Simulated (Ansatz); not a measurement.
`[Li][Ag]` + HBr → `[Br][Ag]` + `[LiH]` at 400 K and 1 bar (cleavage of the Ag–Li bond).

Computed with Ansatz on PBE0-D4/def2-TZVP structures; ΔE is electronic, products minus reactants. CBS: MP2 limit from def2 TZ/QZ plus the TZ coupled-cluster correction, frozen cores. Elements past krypton have def2 core potentials. For Ag, Br, Li outer-core shells are correlated without core-valence functions, which leaves a few kJ/mol of doubt a bond. Scalar relativity is left out up to krypton.

```tsv
species	CCSD(T)/CBS energy (Eh)	H − E (kJ/mol)	S (J/(mol·K))
`[Li][Ag]`	-154.44244	15.5	242.4
HBr	-2573.91920	27.6	207.2
`[Br][Ag]`	-2720.28144	15.2	268.1
`[LiH]`	-8.06146	20.2	179.5
```

H − E and S are ideal-gas, rigid-rotor, harmonic terms from PBE0-D4/def2-TZVP. 1 Eh = 2625.50 kJ/mol, R = 8.31446 J/(mol·K).

Problem. By hand: ΔE, ΔH, ΔS and ΔG.

Solution. ΔE = (-2720.28144) + (-8.06146) − (-154.44244) − (-2573.91920) = 0.01874 Eh = 49.2 kJ/mol. Δ(H − E) = 15.2 + 20.2 − 15.5 − 27.6 = -7.7, so ΔH = 41.5 kJ/mol. ΔS = 268.1 + 179.5 − 242.4 − 207.2 = -2.0 J/(mol·K). ΔG = 41.5 − 400 × (-2.0)/1000 = 42.3 kJ/mol.

Problem. By hand: the equilibrium constant, and the temperature at which ΔG would vanish if ΔH and ΔS stayed fixed.

Solution. log₁₀ K = −ΔG/(RT ln 10) = -5.5. ΔH and −TΔS have one sign here, so there is no such temperature.

The number of gas molecules stays the same, so ΔS is small and ΔH decides. A doubt of 5 kJ/mol in ΔE shifts log₁₀ K by 0.7 here. These are equilibria of isolated gas molecules and say nothing of rates. Largest T1 diagnostic: 0.028 (customary marks: 0.02 for closed shells, 0.045 for open ones).

ΔS is within the doubt of such terms, so its sign, and with it that verdict, could turn.
